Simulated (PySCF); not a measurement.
Polarisability and C₆ of Ce(50+) (cerium, charge +50)

[He] 2s2 2p4, high-spin 3P determinant. Computed with PySCF 2.14 in an even-tempered Gaussian basis (17 s from 25 bohr⁻², ratio 2.2; 10 p from 32 bohr⁻², ratio 2.2; 6 d from 130 bohr⁻², ratio 2.4; 5 f from 200 bohr⁻², ratio 2.4; 4 g from 290 bohr⁻², ratio 2.4), with no relativity, point nucleus. Coupled (time-dependent) response in atomic units; α is the mean over directions.

```json
{"method": "UHF", "mean α (bohr³)": "0.0005031", "α xx, yy, zz": "0.0007121, 8.513e-05, 0.0007121", "C₆ (like pair)": "3.535e-06", "S(−4)": "4.948e-06"}
{"method": "PBE0", "mean α (bohr³)": "0.0004971", "α xx, yy, zz": "0.0007030, 8.541e-05, 0.0007030", "C₆ (like pair)": "3.457e-06", "S(−4)": "5.066e-06"}
```

S(−4) is the Cauchy moment in α(ω) = α(0) + S(−4) ω² + …

Spin-orbit coupling is absent.

α(iu) at UHF:

```json
{"u (hartree)": "0", "α(iu) (bohr³)": "0.0005031"}
{"u (hartree)": "2.00", "α(iu) (bohr³)": "0.0004842"}
{"u (hartree)": "4.00", "α(iu) (bohr³)": "0.0004364"}
{"u (hartree)": "8.00", "α(iu) (bohr³)": "0.0003222"}
{"u (hartree)": "12.0", "α(iu) (bohr³)": "0.0002380"}
{"u (hartree)": "16.0", "α(iu) (bohr³)": "0.0001865"}
{"u (hartree)": "20.0", "α(iu) (bohr³)": "0.0001550"}
{"u (hartree)": "30.0", "α(iu) (bohr³)": "0.0001169"}
{"u (hartree)": "40.0", "α(iu) (bohr³)": "0.0001010"}
{"u (hartree)": "60.0", "α(iu) (bohr³)": "8.729e-05"}
{"u (hartree)": "100", "α(iu) (bohr³)": "7.513e-05"}
```

A single London oscillator, α(iu) = α/(1 + u²/ω²), gives C₆ = (3/4) ω α². Matching the computed C₆ needs ω = 4 × 3.535e-06 / (3 × 0.0005031²) = 18.6 hartree.

For an ion, C₆ is the dispersion term alone; charge-induced terms of lower order in 1/R come first.

The components differ because the open shell of this determinant is not spherical; for a pure term their mean is the scalar polarisability.

A non-relativistic calculation at this Z misses sizeable relativistic shifts. Spin-orbit coupling is strong in this species (close to jj coupling), so the high-spin LS determinant is a model state, not a physical level.
